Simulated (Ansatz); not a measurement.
`[SiH3]B[CH2][SnH3]` + H–F → `[F][SnH3]` + `CB[SiH3]` at 400 K and 1 bar (ligand exchange at the Sn–C bond).

Gas-phase electronic energies from Ansatz, PBE0-D4/def2-TZVP geometries. CCSD(T)/CBS adds triple-zeta CCSD(T) − MP2 to the extrapolated MP2 energy (def2 sets, frozen cores). This one scheme is used for every species. def2 core potentials past Kr. For Sn outer-core shells are correlated without core-valence functions, which leaves a few kJ/mol of doubt a bond. Each species was taken in one conformer, which may not be the lowest.

```tsv
species	CCSD(T)/CBS energy (Eh)	H − E (kJ/mol)	S (J/(mol·K))
`[SiH3]B[CH2][SnH3]`	-571.32551	261.0	432.7
H–F	-100.39570	36.5	182.2
`[F][SnH3]`	-315.62493	76.6	283.1
`CB[SiH3]`	-356.10570	218.4	345.4
```

H − E and S are ideal-gas, rigid-rotor, harmonic terms from PBE0-D4/def2-TZVP, for one conformer and one mirror image of each species. 1 Eh = 2625.50 kJ/mol, R = 8.31446 J/(mol·K).

**Question.** By hand: ΔE, ΔH, ΔS and ΔG.

**Answer.** ΔE = (-315.62493) + (-356.10570) − (-571.32551) − (-100.39570) = -0.00942 Eh = -24.7 kJ/mol. Δ(H − E) = 76.6 + 218.4 − 261.0 − 36.5 = -2.5, so ΔH = -27.2 kJ/mol. ΔS = 283.1 + 345.4 − 432.7 − 182.2 = 13.6 J/(mol·K). ΔG = -27.2 − 400 × (13.6)/1000 = -32.6 kJ/mol.

**Question.** By hand: the equilibrium constant, and the temperature at which ΔG would vanish if ΔH and ΔS stayed fixed.

**Answer.** log₁₀ K = −ΔG/(RT ln 10) = 4.3. ΔH and −TΔS have one sign here, so there is no such temperature.

The number of gas molecules stays the same, so ΔS is small and ΔH decides. A doubt of 5 kJ/mol in ΔE shifts log₁₀ K by 0.7 here. Other conformers and mirror images would add mixing entropy, several J/(mol·K) or more a flexible species. Modes under 60 cm⁻¹, often nearly free rotors, make the harmonic entropy too high. These are equilibria of isolated gas molecules and say nothing of rates. Largest T1 diagnostic: 0.014 (customary marks: 0.02 for closed shells, 0.045 for open ones).
